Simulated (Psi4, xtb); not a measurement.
Interaction energy of C3H9Al ··· COS (SMILES [CH3][Al]([CH3])[CH3] and O=C=S), singlet. Monomers: optimised at B3LYP-D3(BJ) (def2-SVP and def2-TZVP), held rigid. Orientation: lowest of the rigid-body minima from ten starts at GFN2-xTB (searched outside a hard wall at short contacts). Only R, the distance of the centres of mass, is varied, so the lowest point isn't the relaxed dimer. The shortest distances reach bonding range, where SAPT0 and rigid monomers are unreliable.

- GFN1-xTB (xtb)
- SAPT0/jun-cc-pVDZ, frozen core (Psi4)

Interaction energies in kJ/mol:

```csv
R / Å,GFN1-xTB
3.32,21.19
3.53,-46.43
3.74,-67.14
3.90,-70.38
4.14,-66.40
4.47,-53.68
4.76,-41.96
5.21,-27.58
5.97,-12.92
6.95,-4.23
8.23,-0.84
```

Question: Estimate the SAPT0/jun-cc-pVDZ values at these points.

Answer: 3.32: 143.15; 3.53: 39.11; 3.74: 0.97; 3.90: -10.28; 4.14: -15.69; 4.47: -15.06; 4.76: -12.44; 5.21: -8.36; 5.97: -4.04; 6.95: -1.72; 8.23: -0.69 (kJ/mol).
